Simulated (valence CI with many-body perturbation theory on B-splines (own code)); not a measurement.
Pr⁵²⁺: electric-dipole lines

Method: configuration interaction combined with many-body perturbation theory (CI+MBPT): five valence electrons over a frozen Dirac-Fock core [He], a basis of 11 s, 11 p, 10 d, 8 f, 5 g, 2 h functions for each j, with the one-electron correlation potential Σ1, the two-electron term Σ2, the three-electron term Σ3, Breit, model QED; selected CI, second order for the rest, scaled by the run's own slope (own B-spline code, finite nucleus).

No measured spectrum was set against this ion. As an estimate, large intervals hold to a few tenths of a per cent, small ones and those within an open d or f shell to about a per cent. Among the levels kept, up to 7100 cm⁻¹ of a level comes from second order outside the variational space, and about a tenth of that is noise between levels of different J, which matters for small intervals.

Lines 201 to 250 of 600 in falling wavelength, among levels below 7326.2 eV, chosen from the strongest by gf and those to the six lowest levels. Wavelengths and rates use the calculated energies. Electric multipoles are in the length gauge, E1 and E2 with the static RPA response of the core. Weak lines are less certain than strong ones. Lines between different terms over intervals too small for the method are left out, as are lines whose strength nearly cancels. The highest levels of a list are the least certain.

Levels are named by their leading jj configuration (3d3/2^4 stands for four electrons in 3d with j = 3/2), which in mixed levels can hold well under half, so a name can repeat and another be missing. Letters in brackets count levels of one name in rising energy.

| λ vac (Å) | Upper | Lower | A (s⁻¹) | log gf | Branch % |
| --- | --- | --- | --- | --- | --- |
| 17.35 | (2s 2p1/2 2p3/2^2 3p3/2) J=9/2 | (2s^2 2p1/2 2p3/2 3p3/2) J=7/2 | 3.02e+11 | -0.87 | 31.4 |
| 17.31 | (2s 2p1/2 2p3/2^2 3p1/2) J=7/2 | (2s^2 2p1/2 2p3/2 3p1/2) J=5/2 | 3.20e+11 | -0.94 | 0.1 |
| 17.26 | (2s 2p1/2 2p3/2^2 3d3/2) J=9/2 | (2s^2 2p1/2 2p3/2 3d3/2) J=7/2 | 2.45e+11 | -0.96 | 16.3 |
| 16.93 | (2s 2p1/2^2 2p3/2^2) J=5/2 | (2s^2 2p1/2^2 2p3/2) J=3/2 | 3.76e+11 | -1.01 | 92.4 |
| 16.91 | (2p1/2^2 2p3/2^2 3p3/2) J=5/2 | (2s 2p1/2^2 2p3/2 3p3/2) J=3/2 [b] | 6.07e+11 | -0.81 | 0.4 |
| 16.71 | (2p1/2^2 2p3/2^2 3p1/2) J=5/2 | (2s 2p1/2^2 2p3/2 3p1/2) J=3/2 [b] | 4.00e+11 | -1.00 | 0.1 |
| 16.70 | (2s 2p3/2^3 3s) J=5/2 | (2s^2 2p3/2^2 3s) J=5/2 | 1.24e+12 | -0.51 | 6.7 |
| 16.61 | (2p1/2^2 2p3/2^2 3p3/2) J=7/2 | (2s 2p1/2^2 2p3/2 3p3/2) J=5/2 [b] | 1.03e+12 | -0.47 | 0.7 |
| 16.60 | (2p1/2^2 2p3/2^2 3p1/2) J=3/2 | (2s 2p1/2^2 2p3/2 3p1/2) J=1/2 | 4.59e+11 | -1.12 | 0.1 |
| 16.57 | (2s 2p1/2 2p3/2^2 3p3/2) J=5/2 [b] | (2s^2 2p1/2 2p3/2 3p3/2) J=3/2 [a] | 3.02e+11 | -1.13 | 0.2 |
| 16.48 | (2s 2p3/2^3 3s) J=3/2 | (2s^2 2p3/2^2 3s) J=3/2 | 8.84e+11 | -0.84 | 1.3 |
| 16.44 | (2s 2p1/2 2p3/2^3) J=3/2 [a] | (2s^2 2p1/2 2p3/2^2) J=3/2 | 1.28e+12 | -0.68 | 94.5 |
| 16.41 | (2p1/2^2 2p3/2^2 3s) J=5/2 | (2s 2p1/2^2 2p3/2 3s) J=3/2 [b] | 8.46e+11 | -0.69 | 1.6 |
| 16.27 | (2s 2p1/2 2p3/2^2 3d5/2) J=7/2 [c] | (2s^2 2p1/2 2p3/2 3d5/2) J=5/2 [b] | 2.86e+11 | -1.04 | 0.6 |
| 16.26 | (2s 2p1/2^2 2p3/2 3d5/2) J=3/2 [a] | (2s^2 2p1/2^2 3d3/2) J=3/2 | 6.37e+11 | -1.00 | 0.5 |
| 16.21 | (2s 2p1/2 2p3/2^2 3p3/2) J=7/2 [c] | (2s^2 2p1/2 2p3/2 3p3/2) J=5/2 [b] | 4.00e+11 | -0.90 | 0.3 |
| 16.20 | (2s 2p1/2 2p3/2^2 3d3/2) J=5/2 [f] | (2s 2p1/2^2 2p3/2 3p1/2) J=3/2 [b] | 4.60e+11 | -0.96 | 0.2 |
| 16.17 | (2p1/2^2 2p3/2^2 3p3/2) J=3/2 | (2s 2p1/2^2 2p3/2 3p3/2) J=1/2 [b] | 8.94e+11 | -0.85 | 0.6 |
| 16.17 | (2s 2p1/2 2p3/2^2 3p3/2) J=3/2 [e] | (2s^2 2p1/2 2p3/2 3p3/2) J=1/2 [b] | 4.76e+11 | -1.13 | 0.5 |
| 16.17 | (2s 2p1/2 2p3/2^2 3d5/2) J=9/2 [c] | (2s^2 2p1/2 2p3/2 3d5/2) J=7/2 [b] | 4.70e+11 | -0.74 | 10.8 |
| 16.15 | (2s 2p1/2 2p3/2^2 3d5/2) J=5/2 [c] | (2s^2 2p1/2 2p3/2 3d5/2) J=5/2 [b] | 5.10e+11 | -0.92 | 0.2 |
| 16.14 | (2s 2p1/2 2p3/2^3) J=5/2 | (2s^2 2p1/2 2p3/2^2) J=5/2 | 1.28e+12 | -0.52 | 93.2 |
| 16.11 | (2s 2p1/2 2p3/2^2 3p3/2) J=3/2 [g] | (2s 2p1/2^2 2p3/2 3s) J=1/2 | 6.26e+11 | -1.01 | 0.7 |
| 16.05 | (2s 2p1/2 2p3/2^2 3p3/2) J=3/2 [c] | (2s^2 2p1/2 2p3/2 3p3/2) J=5/2 [a] | 7.03e+11 | -0.96 | 1.0 |
| 16.03 | (2s 2p1/2 2p3/2^2 3d5/2) J=7/2 [b] | (2s^2 2p1/2 2p3/2 3d3/2) J=7/2 | 4.18e+11 | -0.89 | 0.1 |
| 16.03 | (2s 2p1/2 2p3/2^2 3d5/2) J=3/2 [d] | (2s^2 2p1/2 2p3/2 3d5/2) J=1/2 | 6.81e+11 | -0.98 | 0.7 |
| 16.03 | (2s 2p1/2^2 2p3/2 3d5/2) J=7/2 [b] | (2s^2 2p1/2^2 3d5/2) J=5/2 | 1.39e+12 | -0.37 | 0.9 |
| 16.02 | (2s 2p1/2 2p3/2^2 3d5/2) J=7/2 [e] | (2s^2 2p1/2 2p3/2 3d5/2) J=7/2 [b] | 1.02e+12 | -0.50 | 0.2 |
| 16.00 | (2s 2p1/2^2 2p3/2 3p3/2) J=5/2 [b] | (2s^2 2p1/2^2 3p3/2) J=3/2 | 1.53e+12 | -0.45 | 1.6 |
| 16.00 | (2p1/2^2 2p3/2^2 3p1/2) J=5/2 | (2s^2 2p1/2 2p3/2 3d3/2) J=5/2 [b] | 3.99e+11 | -1.04 | 0.1 |
| 16.00 | (2s 2p1/2 2p3/2^3) J=1/2 | (2s^2 2p1/2 2p3/2^2) J=1/2 | 9.29e+11 | -1.15 | 26.0 |
| 15.98 | (2s 2p1/2 2p3/2^2 3d5/2) J=5/2 [d] | (2s^2 2p1/2 2p3/2 3d5/2) J=3/2 [b] | 7.78e+11 | -0.75 | 0.4 |
| 15.98 | (2s 2p1/2 2p3/2^2 3d5/2) J=7/2 [c] | (2s^2 2p1/2 2p3/2 3d5/2) J=5/2 [a] | 3.09e+11 | -1.02 | 0.6 |
| 15.97 | (2s 2p1/2 2p3/2^2 3p3/2) J=5/2 [e] | (2s^2 2p1/2 2p3/2 3p3/2) J=5/2 [b] | 9.98e+11 | -0.64 | 12.8 |
| 15.97 | (2s 2p1/2 2p3/2^2 3p3/2) J=5/2 [c] | (2s^2 2p1/2 2p3/2 3p3/2) J=5/2 [a] | 5.84e+11 | -0.87 | 0.6 |
| 15.95 | (2s 2p1/2 2p3/2^2 3d5/2) J=3/2 [d] | (2s^2 2p1/2 2p3/2 3d5/2) J=3/2 [b] | 5.63e+11 | -1.07 | 0.6 |
| 15.94 | (2s 2p1/2 2p3/2^2 3d3/2) J=3/2 [c] | (2s^2 2p1/2 2p3/2 3d3/2) J=5/2 [a] | 5.24e+11 | -1.10 | 0.2 |
| 15.90 | (2s 2p1/2 2p3/2^2 3s) J=1/2 [a] | (2s^2 2p1/2 2p3/2 3s) J=3/2 [a] | 1.23e+12 | -1.03 | 2.4 |
| 15.87 | (2s 2p1/2 2p3/2^2 3s) J=3/2 [c] | (2s^2 2p1/2 2p3/2 3s) J=3/2 [b] | 8.35e+11 | -0.90 | 3.0 |
| 15.87 | (2s 2p1/2^2 2p3/2 3d3/2) J=5/2 [b] | (2s^2 2p1/2^2 3d3/2) J=3/2 | 1.39e+12 | -0.50 | 2.9 |
| 15.86 | (2p1/2 2p3/2^4) J=1/2 | (2s 2p1/2 2p3/2^3) J=3/2 [b] | 3.65e+12 | -0.56 | 66.5 |
| 15.85 | (2s 2p1/2 2p3/2^2 3d5/2) J=3/2 [e] | (2s^2 2p1/2 2p3/2 3d5/2) J=1/2 | 4.82e+11 | -1.14 | 0.0 |
| 15.82 | (2s 2p1/2 2p3/2^2 3d3/2) J=5/2 [d] | (2s^2 2p1/2 2p3/2 3d3/2) J=7/2 | 9.18e+11 | -0.68 | 0.3 |
| 15.81 | (2s 2p1/2 2p3/2^2 3p1/2) J=3/2 [c] | (2s^2 2p1/2 2p3/2 3p1/2) J=5/2 | 1.37e+12 | -0.69 | 0.3 |
| 15.80 | (2s 2p1/2 2p3/2^2 3d5/2) J=5/2 [c] | (2s^2 2p1/2 2p3/2 3d5/2) J=3/2 [a] | 8.40e+11 | -0.72 | 0.3 |
| 15.79 | (2s 2p1/2^2 2p3/2 3d5/2) J=5/2 [b] | (2s^2 2p1/2^2 3d5/2) J=5/2 | 1.61e+12 | -0.44 | 0.2 |
| 15.79 | (2s 2p1/2 2p3/2^2 3d5/2) J=5/2 [b] | (2s^2 2p1/2 2p3/2 3d5/2) J=7/2 [a] | 8.72e+11 | -0.71 | 0.5 |
| 15.79 | (2s 2p1/2^2 2p3/2 3p1/2) J=1/2 | (2s^2 2p1/2^2 3p1/2) J=1/2 | 1.49e+12 | -0.95 | 6.5 |
| 15.78 | (2s 2p1/2^2 2p3/2 3p1/2) J=3/2 [b] | (2s^2 2p1/2^2 3p1/2) J=1/2 | 1.52e+12 | -0.64 | 3.6 |
| 15.78 | (2s 2p1/2 2p3/2^3) J=3/2 [b] | (2s^2 2p1/2 2p3/2^2) J=1/2 | 7.74e+11 | -0.94 | 21.6 |
